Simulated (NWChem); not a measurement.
System meant: C2H5BFNO; SMILES NB(O)/C=C/F

NWChem input:

```
start job
memory heap 200 mb stack 900 mb global 1100 mb
geometry units angstroms noautoz
  N     -0.983569     2.115867    -0.098231
  B     -0.027308     1.085670     0.062910
  O      1.307539     1.461360     0.105479
  C     -0.496276    -0.411706     0.178116
  C      0.298443    -1.447468    -0.137080
  F     -0.086810    -2.733886    -0.071133
  H     -1.977305     1.941279    -0.227274
  H     -0.710900     3.093812    -0.193196
  H      1.878328     0.725526     0.379860
  H     -1.526349    -0.667562     0.484717
  H      1.342147    -1.362714    -0.494427
end
basis spherical
  N library def2-svp
  B library def2-svp
  O library def2-svp
  C library def2-svp
  F library def2-svp
  H library def2-svp
end
dft
  odft
  mult 2
  xc xpbe96 cpbe96
  iterations 150
  mulliken
end
task dft energy
```

End of the output:

```
 Summary of "ao basis" -> "" (spherical)
 ------------------------------------------------------------------------------
       Tag                 Description            Shells   Functions and Types
 ---------------- ------------------------------  ------  ---------------------
 N                          def2-svp                 6       14   3s2p1d
 B                          def2-svp                 6       14   3s2p1d
 O                          def2-svp                 6       14   3s2p1d
 C                          def2-svp                 6       14   3s2p1d
 F                          def2-svp                 6       14   3s2p1d
 H                          def2-svp                 3        5   2s1p

  pbe96 is a nonlocal functional; adding pw91lda local functional.

                                 NWChem DFT Module
                                 -----------------

 Summary of "ao basis" -> "ao basis" (spherical)
 ------------------------------------------------------------------------------
       Tag                 Description            Shells   Functions and Types
 ---------------- ------------------------------  ------  ---------------------
 N                          def2-svp                 6       14   3s2p1d
 B                          def2-svp                 6       14   3s2p1d
 O                          def2-svp                 6       14   3s2p1d
 C                          def2-svp                 6       14   3s2p1d
 F                          def2-svp                 6       14   3s2p1d
 H                          def2-svp                 3        5   2s1p

  number of electrons :                   46
  multiplicity        :                    2
 ------------------------------------------------------------------------
  no. of electrons and multiplicity not compatible                  46
 ------------------------------------------------------------------------
 ------------------------------------------------------------------------
  current input line :
    31: task dft energy
 ------------------------------------------------------------------------
 ------------------------------------------------------------------------
 There is an error in the input file
 ------------------------------------------------------------------------
 For more information see the NWChem manual at https://nwchemgit.github.io

0: no. of electrons and multiplicity not compatible:Received an Error in Communication
```

**Question.** Find the fault in this run and fix the input.

**Answer.** The program refused the input. Cause: the multiplicity doesn't fit the number of electrons (an even count wants an odd multiplicity, and the reverse). This input runs:
```
start job
memory heap 200 mb stack 900 mb global 1100 mb
geometry units angstroms noautoz
  N     -0.983569     2.115867    -0.098231
  B     -0.027308     1.085670     0.062910
  O      1.307539     1.461360     0.105479
  C     -0.496276    -0.411706     0.178116
  C      0.298443    -1.447468    -0.137080
  F     -0.086810    -2.733886    -0.071133
  H     -1.977305     1.941279    -0.227274
  H     -0.710900     3.093812    -0.193196
  H      1.878328     0.725526     0.379860
  H     -1.526349    -0.667562     0.484717
  H      1.342147    -1.362714    -0.494427
end
basis spherical
  * library def2-svp
end
dft
  xc xpbe96 cpbe96
  iterations 150
  mulliken
end
task dft energy
```
It converges to -333.33878 Ha (PBE/def2-SVP).
